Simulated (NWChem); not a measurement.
Two isomers of C5H5F, each optimised at PBE0/def2-SVP with NWChem. Flexible species stand in one conformer each, which need not be the lowest. 

A: C#C/C(F)=C/C
B: FC1C=CC=C1

Which is lower in energy, by how much, and how do their other properties compare?

B is lower by 29.4 kcal/mol in electronic energy; with zero-point energies, B − A = -27.2 kcal/mol.
|  | A | B |
|---|---|---|
| highest occupied level (eV) | -6.85 | -6.70 |
| orbital gap (eV) | 6.15 | 5.51 |
| dipole (D) | 1.50 | 1.75 |
| highest harmonic frequency (cm⁻¹) | 3490 | 3267 |
| zero-point energy (kcal/mol) | 51.5 | 53.8 |
